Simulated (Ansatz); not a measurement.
Reactions of `C[Te]C(C)=S`.

Isolated molecules relaxed with PBE0-D4/def2-TZVP in Ansatz; ΔE leaves out vibrations. CCSD(T)/CBS is the MP2 limit (def2-TZVPP, def2-QZVPP) plus CCSD(T) − MP2 in def2-TZVPP, frozen cores. This one scheme is used for every species, atoms too. Functionals use def2-TZVPP. B3LYP here is the variant with VWN-RPA as its local correlation; programs differ in this. Open shells (•) are unrestricted, without spin–orbit coupling. Spin–orbit coupling would lower the free atoms: a little for C, S; strongly for Te. Elements past krypton have def2 core potentials. For As, Ge, Te outer-core shells are correlated without core-valence functions, so the limit isn't a true one: a few kJ/mol of doubt a bond, and 10 to 20 or more in all where bonds break to atoms. Scalar relativity is left out up to krypton. Each species was taken in one conformer, which may not be the lowest.

| reaction | PBE0-D4 (kJ/mol) | B3LYP-D4 (kJ/mol) | CCSD(T)/CBS(def2) (kJ/mol) |
| --- | --- | --- | --- |
| `C[Te]C(C)=S` + `F[CH2][AlH][SiH3]` → `C[Te][AlH][SiH3]` + `CC(=S)CF` | -134 | -123 | -131 |
| `C[Te]C(C)=S` + `OBO` → `C[Te]B(O)O` + `CC=S` | -29 | -24 | -29 |
| `C[Te]C(C)=S` + `O[AsH2]` → `C[Te][AsH]O` + `CC=S` | -66 | -67 | -63 |
| `C[Te]C(C)=S` + `CC=N` → `C[Te]C(C)=N` + `CC=S` | 22 | 20 | 20 |
| `C[Te]C(C)=S` + `CC` → `CC[Te]C` + `CC=S` | 47 | 46 | 39 |
| `C[Te]C(C)=S` + GeH₄ → `C[Te][GeH3]` + `CC=S` | -56 | -54 | -55 |
| `C[Te]C(C)=S` → 3 C• + 6 H• + S• + Te• | 4020 | 3988 | 3999 |
| `C[Te]C(C)=S` + CH₄ → `C[Te]C` + `CC=S` | 52 | 52 | 46 |

Largest T1 diagnostic: 0.016, for `CC=S`.
